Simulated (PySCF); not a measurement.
# Radial density of Dy²⁺ (dysprosium, charge +2)

B3LYP, [Xe] 4f10, one real determinant. Calculation: PySCF 2.14, in ANO-RCC-VTZP; the spin-free X2C one-electron Hamiltonian (Gaussian nucleus).

```tsv
r (bohr)	4πr²ρ (e/bohr)	4πr²(ρα − ρβ)
0.0198	83.56	0.0018
0.0333	80.75	0.0044
0.0560	114.3	0.0070
0.0942	98.04	0.0242
0.158	100.5	0.3073
0.266	67.45	1.8584
0.448	53.10	4.6869
0.754	30.51	4.0235
1.27	11.46	1.3631
2.13	2.697	0.1291
3.59	0.08736	0.0032
6.03	0.0004314	0.0000
```

Densities and radii are taken from the X2C orbitals without a picture-change correction, which distorts them close to the nucleus.

⟨L²⟩ = 34.01 against 42 for a pure I term, so this real determinant mixes terms. Spin-orbit coupling, absent here, splits the open shell strongly.
